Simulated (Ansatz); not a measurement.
CH3N2S, charge -2, doublet, geometry from GFN2-xTB of the parent state (a state made from the parent by changing its charge; the spin is typed, not shown lowest) (a gas-phase anion, which may not be bound at this level); B3LYP/aug-cc-pVDZ in Ansatz (a program for electronic structure).

Here is a job for Ansatz.
Ansatz 0.2 input:
```yaml
crystal:
  periodic: [false, false, false]
  atoms:
    - {symbol: N, position_ang: [0.91593820, -1.01982025, 0.87564826]}
    - {symbol: C, position_ang: [0.03254071, -0.30981541, 0.26927437]}
    - {symbol: N, position_ang: [-1.30698194, -0.64004469, 0.52338340]}
    - {symbol: S, position_ang: [0.25125975, 1.00873979, -0.79375255]}
    - {symbol: H, position_ang: [1.85824927, -0.67763911, 0.69333554]}
    - {symbol: H, position_ang: [-1.41986191, -1.59427313, 0.84109213]}
    - {symbol: H, position_ang: [-1.91648140, -0.38997733, -0.24325456]}
basis:
  gaussian:
    orbitals: aug-cc-pVDZ
hamiltonian:
  xc: b3lyp
total_charge: -2
magnetization: {spin_polarized: false, initial_magnetization: 1}
```

Problem. Predict the main parts of the log of this Ansatz run.

Solution. 
```
Functional definition: B3LYP
1228 factors; their error is unknown
mean field evaluation 1: about -14895.7034 eV, gradient 4.1e1 eV
mean field evaluation 2: about -14884.4409 eV, gradient 8.3e1 eV
mean field evaluation 4: about -14900.1828 eV, gradient 6.8e0 eV
mean field evaluation 8: about -14900.2876 eV, gradient 1.4e-1 eV
mean field evaluation 16: about -14900.3470 eV, gradient 7.1e-4 eV
mean field evaluation 32: about -14899.5904 eV, gradient 6.4e0 eV
mean field evaluation 64: about -14900.3404 eV, gradient 4.4e-3 eV
mean field evaluation 96: about -14899.8463 eV, gradient 8.0e-1 eV
mean field -14900.34704111 eV, -547.5776539430 hartree, gradient 1.3e-5 eV, S^2 0.750000; 8 other end points of the search recorded, 0 dependent functions left out
reference -14900.34723143 eV, -547.5776609371 hartree; 21, 20 occupied and 102, 103 virtual orbitals, 1228 factors
Total energy: -14900.34723143 eV, -547.5776609371 hartree
```
